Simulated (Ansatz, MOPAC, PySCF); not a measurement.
Constitutional and geometric isomers with formula C2H4Si. Gas-phase values, no solvent. Strings in code marks are SMILES.

Quantity: vertical ionisation energy (energy after one electron is removed minus that of the parent at the parent's geometry), in eV.

Level 1: frozen-core MP2/cc-pVTZ // B3LYP-D3(BJ)/def2-TZVP (Ansatz, a quantum-chemistry and plane-wave program)
Level 2: minus the HOMO energy of PM6 // B3LYP-D3(BJ)/def2-TZVP (MOPAC)
Level 3: minus the HOMO energy of PM7 // B3LYP-D3(BJ)/def2-TZVP (MOPAC)
Level 4: HF/6-31G* // B3LYP-D3(BJ)/def2-TZVP (PySCF)

| species | level 1 | level 2 | level 3 | level 4 |
|---|---|---|---|---|
| `C#C[SiH3]` | 11.22 | 10.99 | 11.26 | 9.38 |
| `C1=C[SiH2]1` | 9.76 | 9.27 | 10.31 | 9.00 |
